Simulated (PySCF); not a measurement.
PdCl₂, singlet: data card

Level of theory: PBE0 in PySCF with Pd def2-TZVP with ECP28, Cl def2-TZVP; scalar-relativistic core potentials, no spin–orbit coupling; density-fitted integrals.

The structure is a minimum.

```xyz
3
charge 0 multiplicity 1, angstrom
Pd    0.0000    0.0000    0.0000
Cl    0.0000    0.0000    2.2363
Cl    0.0000    0.0000   -2.2363
```

| Property | Result |
| --- | --- |
| Point group | D∞h |
| Bond lengths | Pd–Cl 2.236 Å (×2) |
| Bond angles | Cl–Pd–Cl 180.0° |
| Highest occupied level | -8.20 eV |
| Zero-point energy | 5.7 kJ/mol |
| Lowest empty level | -6.43 eV |
| Principal quadrupole moments (Buckingham, traceless) about the centre of mass | -12.96, 6.48, 6.48 D Å |
| Heat capacity Cp at 298.15 K | 58.1 J/(mol K) |
| Entropy at 298.15 K and 1 bar | 283.0 J/(mol K) |
| Dipole moment | 0.00 D |
| Atomisation energy without zero-point energy | 452 kJ/mol |
| Principal polarisabilities | 33.5, 33.5, 121.7 bohr³ |
| Rotational constants | 0.0482 cm⁻¹ |
| Enthalpy at 298.15 K above 0 K | 14.27 kJ/mol |
| Rotational symmetry number | 2 |

Harmonic modes (masses in u: Pd 105.903, Cl 34.969):
```csv
symmetry,ω (cm⁻¹),"IR (km/mol, summed over degenerate members)"
πu,101,25.1
σg+,349,0.0
σu+,407,118
```

In D∞h the vibrations span πu + σg+ + σu+. The σg+ mode carries no infrared intensity, as symmetry demands. With a centre of inversion only u modes can be infrared active and only g modes Raman active.

Charges (e):
| atom | Mulliken | Löwdin | polar tensor | Mayer order to Pd1 |
| --- | --- | --- | --- | --- |
| Pd1 | 0.74 | 0.02 | 1.24 | – |
| Cl2,3 | -0.37 | -0.01 | -0.62 | 0.84 |

Mulliken populations on Pd1 (electrons outside its core potential): s 2.14, p 6.26, d 8.86, f 0.00.

This need not be the most stable arrangement of these atoms. At this level a singlet minimum of C2v symmetry lies 45 kJ/mol below this structure. At the minimum of this search the closed-shell solution is unstable towards spin polarisation, so a lower open-shell solution exists.

The final relaxation and frequency run took about 40 core-seconds on a shared host.
